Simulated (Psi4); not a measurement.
The Psi4 input:
```
memory 2 GB

molecule {
0 1
  C     0.00000000    0.00000000    0.00000000
  H     0.63659729    0.62709564    0.61038865
  H    -0.62802620   -0.60691709    0.63899460
  H     0.61285682   -0.64240181   -0.61871302
  H    -0.62142791    0.62222325   -0.63067023
}

set basis cc-pvdz
set freeze_core true

energy('mp2')
print_variables()
```

Task: Give the total energy at the level MP2/cc-pVDZ in Psi4 1.11.

Result: -40.3593 Eh

Task: What number of basis functions does MP2/cc-pVDZ give?

Result: 34
